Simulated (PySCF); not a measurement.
## Mayer bond orders and bond lengths

Species: C8H12NO (charge +1).
Atom-mapped SMILES: `[CH3:1]/[CH:2]=[N+:3](\[CH3:4])[CH2:5][c:6]1[cH:7][cH:8][cH:9][o:10]1` (hydrogens: H11, H12, H13 on C1; H14 on C2; H15, H16, H17 on C4; H18, H19 on C5; H20 on C7; H21 on C8; H22 on C9)

Geometry (GFN2-xTB, Å), atoms numbered from 1 in this order:
```xyz
22
C8H12NO angstrom
C      2.945    0.996    0.072
C      1.940    0.323   -0.753
N      1.026   -0.458   -0.314
C      0.863   -0.752    1.091
C      0.024   -1.042   -1.199
C     -1.291   -0.366   -0.974
C     -2.474   -0.792   -0.444
C     -3.351    0.317   -0.506
C     -2.634    1.334   -1.055
O     -1.384    0.937   -1.340
H      3.175    0.461    0.991
H      2.574    1.988    0.347
H      3.855    1.157   -0.502
H      1.964    0.510   -1.821
H     -0.087   -1.257    1.248
H      1.668   -1.403    1.439
H      0.873    0.162    1.685
H     -0.070   -2.107   -0.980
H      0.340   -0.913   -2.238
H     -2.705   -1.772   -0.078
H     -4.371    0.346   -0.187
H     -2.891    2.348   -1.288
```

Bond orders from the PBE0/pcSseg-1 density (PySCF). Geometry: GFN2-xTB, one conformer, isolated ion.

Question: Where do the orders between heavy atoms depart from those drawn in the SMILES?

Answer: The largest departure is 0.457, at O10–C6 (drawn aromatic, 1.043), counting aromatic bonds as 1.5. Drawn single, order below 0.88: N3–C4 (0.878). Drawn double or triple, more than 0.30 short of the drawn order: C2–N3 (1.620). The bonds drawn aromatic range from 1.04 to 1.60. The SMILES, with its formal charges, is one Lewis structure only.

Question: Give the Mayer order of every bond between heavy atoms, beside its length.

Answer: 
```
  bond  drawn as  length (Å)  Mayer order
 C1–C2    single       1.464        1.102
 C2–N3    double       1.280        1.620
 N3–C4    single       1.445        0.878
 N3–C5    single       1.459        0.895
 C5–C6    single       1.495        1.029
 C6–C7  aromatic       1.365        1.522
 C7–C8  aromatic       1.416        1.284
 C8–C9  aromatic       1.360        1.604
C9–O10  aromatic       1.342        1.087
O10–C6  aromatic       1.356        1.043
```

Bonds between the same two heavy elements. C–C: lowest C5–C6 (1.029, 1.495 Å), highest C8–C9 (1.604, 1.360 Å). C–N: lowest N3–C4 (0.878, 1.445 Å), highest C2–N3 (1.620, 1.280 Å). C–O: lowest O10–C6 (1.043, 1.356 Å), highest C9–O10 (1.087, 1.342 Å).

Question: And the bonds to hydrogen?

Answer: C–H: 0.90 to 1.00 (12 bonds).

Question: Sum the orders of all bonds at each heavy atom with more than one neighbour and set the sums beside the valence in the SMILES.

Answer: C1 3.865 (drawn 4), C2 3.656 (drawn 4), N3 3.393 (drawn 4), C4 3.703 (drawn 4), C5 3.783 (drawn 4), C6 3.594 (drawn 4), C7 3.807 (drawn 4), C8 3.869 (drawn 4), C9 3.674 (drawn 4), O10 2.130 (drawn 2). Orders between atoms that aren't bonded are not in these sums.

Mayer orders depend on the basis set.
